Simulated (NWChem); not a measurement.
Species: Hg

Program: NWChem. def2 effective core potentials on Hg; no spin-orbit coupling.

Question: What does the run give for B3LYP/def2-TZVP? Quantities: highest occupied level (eV); orbital gap (eV).

Answer: 
| Quantity | Result |
|---|---|
| highest occupied level (eV) | -7.48 |
| orbital gap (eV) | 6.76 |
